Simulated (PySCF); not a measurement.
C₅H₈O. Atoms are numbered in the order given.

```xyz
14

C      2.1361    -0.4037    -0.0299
C      0.8230    -0.1818    -0.0725
C     -0.2877    -1.1829     0.1101
C     -1.4554    -0.2705     0.4744
O     -1.2412     0.8975    -0.2803
C      0.1421     1.1553    -0.2837
H      2.8564     0.4070    -0.1739
H      2.5401    -1.4037     0.1482
H     -0.0611    -1.9504     0.8637
H     -0.4944    -1.6916    -0.8474
H     -2.4438    -0.6751     0.2133
H     -1.4489    -0.0503     1.5623
H      0.4219     1.8581     0.5280
H      0.4110     1.6284    -1.2420
```
Charge 0, spin multiplicity 1.

Geometry: PBE0-D3(BJ)/def2-SVP. The values are those of a single conformer.

The numbers are results of SMD-PBE0/6-31G* in PySCF, not measurements.

Solvation free energies are E(SMD) − E(gas) at the gas-phase geometry, for 1 M in both phases. In vacuum the dipole moment is 1.27 D.

```
solvent        ΔG(solv) (kcal/mol)  its non-electrostatic (CDS) part  dipole (D)
-------------  -------------------  --------------------------------  ----------
water                         -2.2                               3.2        1.68
benzene                       -4.0                              -2.4        1.36
chlorobenzene                 -4.7                              -2.0        1.41
```
